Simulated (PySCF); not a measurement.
**`InChI=1S/C6H11N/c7-6-3-1-2-5(6)4-6/h5H,1-4,7H2/t5-,6-/m1/s1`**

Geometry:
| atom | x (Å) | y (Å) | z (Å) |
| --- | --- | --- | --- |
| N1 | -1.464 | -1.306 | 1.036 |
| C2 | -0.622 | -0.260 | 0.543 |
| C3 | 0.840 | -0.336 | 0.968 |
| C4 | 1.643 | -0.218 | -0.335 |
| C5 | 0.768 | 0.609 | -1.290 |
| C6 | -0.656 | 0.326 | -0.854 |
| C7 | -1.170 | 1.113 | 0.324 |
| H8 | -2.431 | -1.143 | 0.782 |
| H9 | -1.180 | -2.205 | 0.658 |
| H10 | 1.082 | 0.482 | 1.649 |
| H11 | 1.037 | -1.273 | 1.487 |
| H12 | 1.794 | -1.213 | -0.757 |
| H13 | 2.622 | 0.232 | -0.176 |
| H14 | 0.996 | 1.673 | -1.193 |
| H15 | 0.933 | 0.325 | -2.329 |
| H16 | -1.364 | -0.010 | -1.599 |
| H17 | -0.596 | 1.962 | 0.665 |
| H18 | -2.239 | 1.251 | 0.409 |

The calculation used TDDFT PBE0/aug-cc-pVDZ circular dichroism and optical rotation, one conformer, gas phase (PySCF 2.14.0). Geometry: GFN2-xTB.

The molecule is flexible and this is one conformer; a measurement averages over conformers. States above about 6.2 eV (minus the energy of the highest occupied orbital) lie near or above the ionisation threshold and depend on the basis.

Q: Draw the ECD and absorption spectra from the lowest 12 states, each a Gaussian of half-width 0.2 eV at 1/e height.

A: 
| E (eV) | λ (nm) | Δε (L mol⁻¹ cm⁻¹) | ε (L mol⁻¹ cm⁻¹) |
| --- | --- | --- | --- |
| 4.52 | 274 | -0.01 | 2.95 |
| 4.67 | 266 | -0.32 | 71.4 |
| 4.82 | 257 | -2.52 | 562 |
| 4.97 | 250 | -6.44 | 1430 |
| 5.12 | 242 | -5.33 | 1190 |
| 5.27 | 235 | -1.24 | 382 |
| 5.42 | 229 | +1.68 | 649 |
| 5.57 | 223 | +5.19 | 2260 |
| 5.72 | 217 | +4.45 | 3160 |
| 5.87 | 211 | +0.80 | 1890 |
| 6.02 | 206 | +0.90 | 1010 |
| 6.17 | 201 | +4.63 | 1720 |
| 6.32 | 196 | +9.22 | 2760 |
| 6.47 | 192 | +6.32 | 3360 |
| 6.62 | 187 | -0.84 | 2640 |
| 6.77 | 183 | -0.60 | 1510 |
| 6.92 | 179 | +1.05 | 1660 |
| 7.07 | 175 | -2.65 | 1470 |

Δε uses R in velocity form, ε uses f in length form. Only the states computed contribute, so the short-wavelength end is incomplete.
